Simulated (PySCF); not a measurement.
Field gradients at the hydrogen positions

Compound: C9H11N.
Z-matrix (Å and degrees, PBE0-D3(BJ)/def2-SVP geometry), rows numbered from 1:
```
C 
C   1  1.3923
C   2  1.4000  1  119.41
C   3  1.4973  2  121.87  1  -179.83
C   4  1.5487  3  119.96  2    53.64
C   5  1.5392  4   88.71  3  -142.91
C   6  1.5393  5   88.34  4    19.25
C   3  1.3973  2  116.55  1     0.04
C   8  1.3945  3  119.54  2    -0.04
N   9  1.3293  8  123.65  3    -0.01
H   1  1.0965  2  119.87  3   180.00
H   2  1.0931  1  119.61  3  -179.98
H   4  1.1015  3  108.91  2  -179.53
H   5  1.1002  4  117.27  3    95.04
H   5  1.1011  4  111.04  3   -30.20
H   6  1.0998  5  117.78  4   140.05
H   6  1.1007  5  111.76  4   -93.56
H   7  1.1011  4  111.07  3    30.06
H   7  1.1002  4  117.25  3   -95.19
H   8  1.0932  3  120.38  2   179.95
H   9  1.0966  8  119.88  3   180.00
```

Level: PBE0/pcSseg-1 (PySCF, non-relativistic); Q(2H) = 0.00286 b; rigid geometry, the same for H and D, with no vibrational averaging.

Question: Rank these positions by the coupling χzz of a deuteron there, largest first.
A. H13 (methine hydrogen)
B. H20 (aromatic hydrogen)
C. H21 (aromatic hydrogen)

Answer: B (203 kHz), C (197 kHz), A (191 kHz).

Question: Tabulate Vzz, the asymmetry η and χzz = 234.96 MHz × Q × Vzz for every hydrogen position.

Answer: 
```json
{"atom": "H11", "bonded to": "C1", "bond length (Å)": "1.097", "Vzz (au)": "0.2935", "η": "0.06", "χzz (kHz)": "197"}
{"atom": "H12", "bonded to": "C2", "bond length (Å)": "1.093", "Vzz (au)": "0.3032", "η": "0.07", "χzz (kHz)": "204"}
{"atom": "H13", "bonded to": "C4", "bond length (Å)": "1.102", "Vzz (au)": "0.2839", "η": "0.06", "χzz (kHz)": "191"}
{"atom": "H14", "bonded to": "C5", "bond length (Å)": "1.100", "Vzz (au)": "0.2932", "η": "0.00", "χzz (kHz)": "197"}
{"atom": "H15", "bonded to": "C5", "bond length (Å)": "1.101", "Vzz (au)": "0.2889", "η": "0.02", "χzz (kHz)": "194"}
{"atom": "H16", "bonded to": "C6", "bond length (Å)": "1.100", "Vzz (au)": "0.2937", "η": "0.00", "χzz (kHz)": "197"}
{"atom": "H17", "bonded to": "C6", "bond length (Å)": "1.101", "Vzz (au)": "0.2907", "η": "0.02", "χzz (kHz)": "195"}
{"atom": "H18", "bonded to": "C7", "bond length (Å)": "1.101", "Vzz (au)": "0.2891", "η": "0.02", "χzz (kHz)": "194"}
{"atom": "H19", "bonded to": "C7", "bond length (Å)": "1.100", "Vzz (au)": "0.2932", "η": "0.00", "χzz (kHz)": "197"}
{"atom": "H20", "bonded to": "C8", "bond length (Å)": "1.093", "Vzz (au)": "0.3027", "η": "0.08", "χzz (kHz)": "203"}
{"atom": "H21", "bonded to": "C9", "bond length (Å)": "1.097", "Vzz (au)": "0.2933", "η": "0.06", "χzz (kHz)": "197"}
```

Question: How does χzz go with the bond length over the 11 C–H bonds?

Answer: A straight-line fit has a slope of -10.8 kHz for each 0.01 Å, with a correlation coefficient of -0.90, over lengths from 1.093 to 1.102 Å. The longer bonds have the smaller couplings here.

One conformer (not necessarily the lowest) at the PBE0-D3(BJ)/def2-SVP geometry, without solvent, vibrations or thermal averaging. The small basis limits the accuracy of the gradients.
